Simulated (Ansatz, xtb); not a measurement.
## Relative energy of two isomers of C5H3NO

Structure X: `N#CCC#CC=O`, a singlet. Structure Y: `C#C[C@@H](C#N)C=O`, a singlet. Both are isolated molecules in the gas phase, relaxed with PBE0-D3(BJ)/def2-SVP, each in the lowest conformer that the search found.

Task: Estimate E(Y) − E(X) at the level CCSD(T)/def2-SVP + ΔMP2/def2-TZVPP.

Result: Calculated at CCSD(T)/def2-SVP + ΔMP2/def2-TZVPP: E(Y) − E(X) = +4.5 kcal/mol, so structure X lies lower.

The same difference at several levels:

```csv
level,geometry,E(Y) − E(X) (kcal/mol),departure from the last row (kcal/mol),"job, with rough time for the two"
GFN2-xTB,GFN2-xTB,+7.8,+3.3,"optimisation, 0.49 s"
HF/STO-3G,GFN2-xTB,+7.0,+2.5,"single point, 1.2 s"
r2SCAN-D4/def2-SVP,GFN2-xTB,+7.2,+2.7,"single point, 6.9 s"
PBE0-D3(BJ)/def2-SVP,PBE0-D3(BJ)/def2-SVP,+6.7,+2.2,"optimisation, 2.1 min"
HF/def2-SVP,PBE0-D3(BJ)/def2-SVP,+6.1,+1.6,part of the CCSD(T) run
MP2/def2-SVP,PBE0-D3(BJ)/def2-SVP,+4.5,0.0,part of the CCSD(T) run
CCSD(T)/def2-SVP,PBE0-D3(BJ)/def2-SVP,+4.5,0.0,single point
CCSD(T)/def2-SVP + ΔMP2/def2-TZVPP,PBE0-D3(BJ)/def2-SVP,+4.5,,"single point, 92 s"
```

As drawn, both hold the same kinds of bond in the same numbers.

The levels shown agree on the order. The largest departure from CCSD(T)/def2-SVP + ΔMP2/def2-TZVPP is that of GFN2-xTB, 3.3 kcal/mol. The last row adds to CCSD(T) the change of the MP2 difference between the two basis sets, here 0.0 kcal/mol.

With thermal terms from frequencies at re-optimised GFN2-xTB minima (ideal gas, soft modes damped towards free rotors, one conformer each, 298.15 K, 1 atm): on the last row, ΔE + ΔZPE = +4.1, ΔH = +4.0, ΔG = +4.4 kcal/mol.

The correlated steps freeze 7 core orbitals. Mirror images aren't counted in ΔG. Codes used: Ansatz 0.2.0, xtb 6.7.1; the last row on 2 threads of Intel(R) Xeon(R) Processor @ 2.50GHz (Skylake/Cascade Lake) on a shared host.
